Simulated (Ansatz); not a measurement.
Au₂Br⁺. The state is a triplet with charge 1. Geometry r2SCAN-D4/def2-TZVP; atoms count from 1.

```tsv
atom	x (Å)	y (Å)	z (Å)
Au1	1.344	0.529	0.305
Au2	-1.106	0.958	-0.188
Br3	-0.237	-1.487	-0.117
```

In the def2 sets Au takes a core potential; there is no spin–orbit coupling. At PBE0-D4/def2-TZVP a singlet of charge 1 lies 1.95 eV below the triplet, each at its own geometry. The structure comes from a short search, and lower isomers may exist.

Q: Estimate the Mulliken populations from the PBE0/def2-TZVP orbitals of Ansatz.

A: 
| atom | charge (e) | spin (α − β) | d electrons |
| --- | --- | --- | --- |
| Au1 | 0.52 | 0.60 | 9.58 |
| Au2 | 0.52 | 0.60 | 9.58 |
| Br3 | -0.04 | 0.79 | – |
Mulliken values and Mayer orders depend strongly on the basis.

Q: Where does the spin sit?

A: Summed by element: Au 1.21, Br 0.79, of 2 unpaired in all. Largest on single atoms: Br3 0.79, Au1 0.60, Au2 0.60.

Q: And the Mayer bond orders between bonded heavy atoms (over 0.3)?

A: Au1–Au2 0.94 (2.54 Å); Au1–Br3 0.61 (2.60 Å); Au2–Br3 0.61 (2.60 Å).
